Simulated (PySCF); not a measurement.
Spectra and structures to be paired. Computed with TDDFT B3LYP/def2-SVPD, vertical, gas phase, core orbitals frozen in the response (PySCF 2.14.0, density-fitted response routines). Geometries: GFN2-xTB; one conformer of each isolated species. Triplets are in the Tamm–Dancoff approximation.

A. `CC1=CP1`
B. `COc1ccsc1`
C. `C=CO/C=C\C(Cl)Cl`
D. `ClC(Cl)[C@H]1C=CCO1`
E. `C[SiH2]P[SiH2]SC`

Lowest singlet levels (six at most, fewer where fewer were computed) with oscillator strengths:

1. 246 nm (f 0.019); 227 nm (f 0.006); 219 nm (f 0.005); 217 nm (f 0.003); 214 nm (f 0.003); 198 nm (f 0.044); T1 4.78 eV
2. 236 nm (f 0.078); 232 nm (f 0.004); 212 nm (f 0.000); 207 nm (f 0.006); 206 nm (f 0.088); 201 nm (f 0.007); T1 3.82 eV
3. 241 nm (f 0.010); 233 nm (f 0.011); 214 nm (f 0.006); 209 nm (f 0.017); 187 nm (f 0.013); 182 nm (f 0.052); T1 3.99 eV
4. 231 nm (f 0.410); 227 nm (f 0.000); 206 nm (f 0.192); 199 nm (f 0.026); 194 nm (f 0.009); 192 nm (f 0.000); T1 3.87 eV
5. 208 nm (f 0.068); 203 nm (f 0.005); 190 nm (f 0.013); 185 nm (f 0.006); 180 nm (f 0.003); 178 nm (f 0.020); T1 4.39 eV

Question: Which spectrum belongs to which structure?

Answer: 1 = E, 2 = B, 3 = A, 4 = C, 5 = D.
- A: S1 at 5.15 eV, HOMO→LUMO (90%); Löwdin shares by element: HOMO phosphorus 44%, carbon 37% or more, hydrogen 14% or more; LUMO carbon 77%, hydrogen 8% or more; HOMO -6.36 and LUMO -0.28 eV.
- B: S1 at 5.25 eV, HOMO→LUMO (92%); Löwdin shares by element: HOMO carbon 38% or more, sulfur 21%, oxygen 20% (atoms not listed hold the other 21%); LUMO carbon 59% or more, sulfur 21% (atoms not listed hold the other 20%); HOMO -6.17 and LUMO -0.45 eV; point group Cs, 1 of its 6 listed states under f = 0.0005.
- C: S1 at 5.36 eV, HOMO→LUMO (95%); Löwdin shares by element: HOMO carbon 52% or more, oxygen 21% (atoms not listed hold the other 27%); LUMO carbon 45% or more, chlorine 23% (atoms not listed hold the other 31%); HOMO -6.72 and LUMO -0.92 eV; point group Cs, 2 of its 6 listed states under f = 0.0005.
- D: S1 at 5.96 eV, HOMO→LUMO (87%), HOMO-1→LUMO (9%); Löwdin shares by element: HOMO carbon 43% or more, oxygen 22% (atoms not listed hold the other 35%); LUMO carbon 56% or more, chlorine 11% or more (atoms not listed hold the other 33%); HOMO -7.22 and LUMO -0.48 eV.
- E: S1 at 5.05 eV, HOMO→LUMO (92%); Löwdin shares by element: HOMO sulfur 64%, carbon 9% or more, silicon 9% or more, phosphorus 8%; LUMO silicon 32%, sulfur 21%, phosphorus 14% (atoms not listed hold the other 33%); HOMO -6.48 and LUMO -0.44 eV.
A and B have S1 within 0.10 eV of each other; their strongest listed levels stand at 6.81 eV (f 0.052) and 6.02 eV (f 0.088).
B and C have S1 within 0.12 eV of each other; their strongest listed levels stand at 6.02 eV (f 0.088) and 5.36 eV (f 0.410).
A and E have S1 within 0.11 eV of each other; their strongest listed levels stand at 6.81 eV (f 0.052) and 6.25 eV (f 0.044).
